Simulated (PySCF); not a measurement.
## Two-component Hartree-Fock for Re²⁺ (rhenium, charge +2)

Start: [Xe] 4f14 5d5; 5d5/2 filled at m_j = -3/2, -1/2, +1/2, +3/2, +5/2. Calculated with PySCF 2.14 in x2c-TZVPall-2c: generalised Hartree-Fock with the X2C-1e Hamiltonian and a Gaussian nucleus; spin-orbit coupling (SO) screened by Boettger's factors. This is a chosen level, not necessarily the ground level.

| spinor shell | electrons | ε, screened SO (eV) | weight of nominal j (screened SO) | rms radius, screened SO (bohr) |
| --- | --- | --- | --- | --- |
| 1s1/2 | 2 | -72061.7 | 1.000 | 0.0204 |
| 2s1/2 | 2 | -12648.2 | 1.000 | 0.0824 |
| 2p1/2 | 2 | -12081.5 | 1.000 | 0.0700 |
| 2p3/2 | 4 | -10636.2 | 1.000 | 0.0775 |
| 3s1/2 | 2 | -3003.5 | 1.000 | 0.210 |
| 3p1/2 | 2 | -2751.1 | 1.000 | 0.202 |
| 3p3/2 | 4 | -2432.0 | 1.000 | 0.217 |
| 3d3/2 | 4 | -2013.0 | 1.000 | 0.192 |
| 3d5/2 | 6 | -1944.2 | 1.000 | 0.196 |
| 4s1/2 | 2 | -672.59 | 1.000 | 0.469 |
| 4p1/2 | 2 | -566.10 | 1.000 | 0.476 |
| 4p3/2 | 4 | -490.75 | 1.000 | 0.509 |
| 4d3/2 | 4 | -315.49 | 0.999 | 0.531 |
| 4d5/2 | 6 | -301.03 | 0.999 | 0.543 |
| 5s1/2 | 2 | -116.77 | 1.000 | 1.12 |
| 5p1/2 | 2 | -83.518 | 0.917 | 1.24 |
| 4f5/2 | 6 | -77.741 | 0.981 | 0.637 |
| 4f7/2 | 8 | -75.108 | 0.986 | 0.638 |
| 5d5/2 | 5 | -28.258 | 0.518 | 1.89 |

Q: Where does 5p3/2 lie, and what is the 5p spin-orbit splitting (screened SO)?

A: At -69.580 eV, 13.938 eV above 5p1/2.

```
   quantity   screened SO
E (hartree)  -16699.91349
        M_J           5/2
       ⟨J²⟩         8.757
       ⟨L²⟩         0.242
       ⟨S²⟩         8.636
```

Each row is a mean over spinors that exchange with the open shell spreads, by up to 8.534 eV (5p3/2).

Rows whose weight is well below 1 are mixtures of j = l ± 1/2: exchange outweighs spin-orbit coupling there, and the label is only the starting occupation.

Breit and QED terms are absent; they matter most for the inner s and p1/2 levels.

Densities and radii are taken from the X2C orbitals without a picture-change correction, which distorts them close to the nucleus.
